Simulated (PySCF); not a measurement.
## Assignment exercise: C$_{5}$H$_{8}$ClN

Numbering as in the mapped SMILES `[CH3:1][NH:2][C@H:3]1[CH2:4]/[C:5]1=[CH:6]/[Cl:7]` (H(Xn): hydrogen on atom n). Ha(C4) is cis to N2 on the ring; Hb(C4) is trans to N2 on the ring.

PySCF 2.14.0 with density-fitted response routines calculation with PBE0/pcSseg-1 with gauge-including orbitals and coordinates at the GFN2-xTB level; in vacuum, a single conformation, fast rotation and ring inversion assumed for equivalent nuclei, relativity neglected.

Referencing at the same level of theory: 13C (σref 186.93) and 1H (σref 31.72) against TMS.

Q: Assign these signals to the numbered atoms. 13C{1H} NMR (computed): δ 138.7, 120.5, 41.7, 39.9, 15.1.

A: 
| δ (ppm) | atoms | environment | reason |
| --- | --- | --- | --- |
| 138.7 | C5 | fully substituted alkene carbon | the olefinic region |
| 120.5 | C6 | alkene CH | as expected for a trigonal carbon in a double bond |
| 41.7 | C3 | three-membered-ring carbon | the inductive effect lowers its shielding |
| 39.9 | C1 | methyl carbon bonded to N | deshielded by the electronegative neighbour |
| 15.1 | C4 | three-membered-ring carbon | carbons of three-membered rings are unusually shielded |

C3 and C1 lie closer than the usual error of such a calculation, so a measured spectrum could show them in the other order.

Q: Assign these signals to the numbered atoms. 1H NMR (500 MHz, computed): δ 6.39 (s, 1H), 2.86 (s, 3H), 2.83 (m, 1H), 1.67 (m, 1H), 1.10 (m, 1H), -0.53 (br s, 1H).

A: 
6.39 → H(C6), hydrogen on an alkene CH: olefinic region
2.86 → H(C1), hydrogen on a methyl carbon bonded to N: its carbon carries N, which withdraws density
2.83 → H(C3), hydrogen on a three-membered-ring carbon: its carbon carries N, which withdraws density
1.67 → Hb(C4), hydrogen on a three-membered-ring carbon
1.10 → Ha(C4), hydrogen on a three-membered-ring carbon: cyclopropane-type protons are shielded by the ring
-0.53 → H(N2), hydrogen on an amine nitrogen: labile proton, position sensitive to the medium

H(C1) and H(C3) lie closer than the usual error of such a calculation, so a measured spectrum could show them in the other order.

OH/NH shifts are gas-phase values; hydrogen bonding in solution moves them, usually downfield. Carbons that carry Cl, above all several Cl atoms, come out too deshielded, partly because spin–orbit coupling is missing. Shifts are as computed. Against solution values, carbons near 30 ppm lie about +3 ppm off and those near 130 ppm about +5 ppm; carbons on Cl a further +6 ppm (rms about the fit 2.1 ppm; single classes can miss by 10 ppm). Of 1328 compounds with measured shifts, 309 miss one by over three times the rms of a fit or turn the order of signals round; such compounds aren't used in these exercises. Signals without a measured value on file couldn't be tested in this way; 1H shifts scatter by 0.2 ppm about their fit, and single ones miss by 0.5 ppm. Multiplicities follow the n + 1 count of equivalent neighbours, as no J values were calculated; m marks all less simple cases, F and P coupling included.
